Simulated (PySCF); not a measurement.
Job file and geometry (Å, from GFN2-xTB) of an NMR shielding run on `C(C)#CP(=O)(CC)CC`, C7H13OP, GIAO PBE0/pcSseg-1 NMR shielding, non-relativistic, gas phase (PySCF); density fitting, a coarse starting grid and PySCF grid level 2 are the driver's defaults:

```
{"job": {"kind": "nmr", "xc": "PBE0", "basis": "pcSseg-1"}, "charge": 0, "multiplicity": 1}
C      3.358871    -1.078368     0.787849
C      1.969374    -0.688885     0.754232
C      0.814535    -0.352407     0.695641
P     -0.892052     0.125342     0.757924
O     -1.583432    -0.271880     1.989995
C     -0.840692     1.947806     0.515354
C     -0.028228     2.408752    -0.682163
C     -1.621270    -0.612959    -0.763367
C     -1.713873    -2.117728    -0.566326
H      3.928371    -0.496825     0.062831
H      3.454152    -2.137297     0.549297
H      3.765625    -0.902146     1.783085
H     -1.880583     2.282522     0.451028
H     -0.428554     2.347653     1.447320
H      0.978908     1.999694    -0.633764
H     -0.486609     2.084629    -1.613420
H      0.040168     3.494779    -0.696892
H     -2.618194    -0.176915    -0.877850
H     -1.023799    -0.364515    -1.640178
H     -2.240880    -2.331169     0.362083
H     -0.716959    -2.550818    -0.495140
H     -2.245287    -2.589881    -1.390741
```

Task: What does the program print?

Result: 
```
coarse grid: 18376 points
cycle   1  E = -690.2542980519  dE =  1.216e+00  |g| = 9.778e-01  |ddm| = 4.591e+00
cycle   2  E = -689.6876729252  dE =  5.666e-01  |g| = 1.914e+00  |ddm| = 4.396e+00
cycle   3  E = -690.4311726909  dE = -7.435e-01  |g| = 2.852e-01  |ddm| = 3.648e+00
cycle   4  E = -690.4496652703  dE = -1.849e-02  |g| = 7.868e-02  |ddm| = 3.803e-01
cycle   5  E = -690.4506271269  dE = -9.619e-04  |g| = 4.613e-02  |ddm| = 8.166e-02
cycle   6  E = -690.4511335391  dE = -5.064e-04  |g| = 1.046e-02  |ddm| = 3.955e-02
cycle   7  E = -690.4511583561  dE = -2.482e-05  |g| = 2.633e-03  |ddm| = 1.095e-02
cycle   8  E = -690.4511601233  dE = -1.767e-06  |g| = 4.287e-04  |ddm| = 3.890e-03
final grid: 171432 points
cycle   9  E = -690.5181662112  dE = -4.051e-05  |g| = 1.180e-02  |ddm| = 5.206e-02
cycle  10  E = -690.5181282636  dE =  3.795e-05  |g| = 1.807e-02  |ddm| = 2.954e-02
cycle  11  E = -690.5181965181  dE = -6.825e-05  |g| = 3.209e-03  |ddm| = 2.180e-02
cycle  12  E = -690.5181984940  dE = -1.976e-06  |g| = 2.007e-04  |ddm| = 3.660e-03
cycle  13  E = -690.5181984989  dE = -4.970e-09  |g| = 1.538e-04  |ddm| = 4.396e-04
cycle  14  E = -690.5181985036  dE = -4.662e-09  |g| = 7.091e-05  |ddm| = 1.859e-04
cycle  15  E = -690.5181985048  dE = -1.190e-09  |g| = 1.470e-05  |ddm| = 6.482e-05
cycle  16  E = -690.5181985048  dE = -5.730e-11  |g| = 2.579e-06  |ddm| = 1.851e-05
converged SCF energy = -690.5181985048

GIAO shielding tensors (ppm)
atom      isotropic    diamagn.    paramagn.     s11        s22        s33       span
  0 C      181.654     254.863     -73.209    173.197    173.928    197.838     24.641
  1 C       79.242     272.755    -193.513    -13.106      0.906    249.927    263.033
  2 C      105.512     276.940    -171.429     15.257     25.333    275.946    260.689
  3 P      317.983     964.971    -646.988    225.908    255.429    472.611    246.703
  4 O      233.835     390.882    -157.048    132.588    253.118    315.798    183.210
  5 C      154.784     257.708    -102.923    137.754    151.530    175.069     37.316
  6 C      177.779     249.741     -71.962    172.104    174.518    186.714     14.610
  7 C      158.553     258.170     -99.617    145.985    155.477    174.199     28.214
  8 C      179.516     247.288     -67.772    171.628    179.563    187.357     15.729
  9 H       29.650      30.548      -0.898     24.386     28.221     36.342     11.956
 10 H       29.574      29.160       0.414     24.275     28.019     36.428     12.153
 11 H       29.528      27.504       2.024     24.392     27.632     36.559     12.167
 12 H       29.992      31.679      -1.687     26.497     28.499     34.980      8.483
 13 H       29.744      31.853      -2.110     26.093     28.228     34.910      8.817
 14 H       30.503      33.004      -2.501     25.407     30.545     35.557     10.150
 15 H       31.064      32.093      -1.029     26.379     30.284     36.529     10.150
 16 H       30.475      28.576       1.900     25.577     27.362     38.488     12.911
 17 H       30.331      32.268      -1.936     25.392     29.893     35.709     10.316
 18 H       30.239      35.039      -4.800     26.015     30.304     34.398      8.383
 19 H       29.834      29.035       0.799     24.737     29.128     35.636     10.899
 20 H       30.542      31.353      -0.811     25.131     30.213     36.281     11.150
 21 H       30.490      27.946       2.544     25.432     27.595     38.443     13.010
```

Task: Turn these shieldings into chemical shifts. Chemical shifts δ = σref − σ; TMS for $^{13}$C (σ = 186.93 ppm), $^{1}$H (σ = 31.72 ppm); $^{31}$P (σ = 318.38 ppm) against H3PO4; H2O for $^{17}$O (σ = 336.08 ppm), all at this level.

Result: Averaging equivalent atoms: C 1: 107.7; C 2: 81.4; C 5/7: 30.3; C 6/8: 8.3; C 0: 5.3; P 3: 0.4; O 4: 102.2; H 9/10/11: 2.13; H 13/17: 1.68; H 12/18: 1.60; H 14/15/16/19/20/21: 1.23 ppm. Experimental scales use liquid or dissolved standards, which lie at an offset from isolated H2O (liquid H2O: subtract about 36 ppm) and H3PO4.

Size and cost of the density-fitted run: 225 basis functions, of the order of 2.4 core-minutes.
